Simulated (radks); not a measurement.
Q: These are the eigenvalues of the occupied orbitals of an atom or ion with whole-number occupations (eV). Method: Dirac Kohn-Sham, PBE, spin-unpolarised, spherical densities, point nucleus; computed with a radial shooting solver on a logarithmic mesh with Libxc functionals.

orbital  eigenvalue
1s1/2     -14257.51

Which element is it, and in what charge state? The configuration may be excited. Open shells, if any, are shared by 2j + 1.

A: Z = 33, arsenic, charge +31: As31+ in [He]. The 1s level, -523.95 hartree, gives Z - s = 32.4 by -(Z - s)^2/2, which with screening and relativity narrows Z to a few neighbours, and the depths must fix Z and the occupations together.
